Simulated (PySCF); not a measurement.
**Kr+: excitation energy**

Kr+ [Ar] 3d10 4s2 4p5 (2P) → Kr+ [Ar] 3d10 4s2 4p4 4d1 (high-spin determinant), as a difference of total energies. All numbers are calculated (PySCF 2.14, the spin-free X2C one-electron Hamiltonian (Gaussian nucleus), in aug-cc-pVQZ-DK (8s7p5d3f2g, 93 functions)). Correlated levels: valence: [Ar] 3d10 frozen. The calculations carry no spin-orbit coupling.

```json
{"method": "UHF", "excitation energy (eV)": "14.340"}
{"method": "LDA", "excitation energy (eV)": "15.027"}
{"method": "PBE", "excitation energy (eV)": "14.654"}
{"method": "PBE0", "excitation energy (eV)": "14.770"}
{"method": "r2SCAN", "excitation energy (eV)": "14.934"}
{"method": "B2PLYP", "excitation energy (eV)": "14.997"}
{"method": "wB97X", "excitation energy (eV)": "15.236"}
{"method": "HSE06", "excitation energy (eV)": "14.789"}
{"method": "M06", "excitation energy (eV)": "14.887"}
{"method": "MP2 (valence)", "excitation energy (eV)": "14.999"}
{"method": "SCS-MP2 (valence)", "excitation energy (eV)": "15.135"}
```

Q: How much does correlation contribute at MP2 (valence)?

A: 14.999 − (14.340) = 0.659 eV, measured against UHF.

A first-order spin-orbit estimate (lowest level to lowest level, LS coupling) adds 0.007 eV.

The promoted electron is Rydberg-like, and one or two diffuse shells describe it only roughly, which tends to raise the upper state.

The determinant of the upper state mixes LS terms, which raises its energy above the lowest term, most at the Hartree-Fock and MP2 levels.
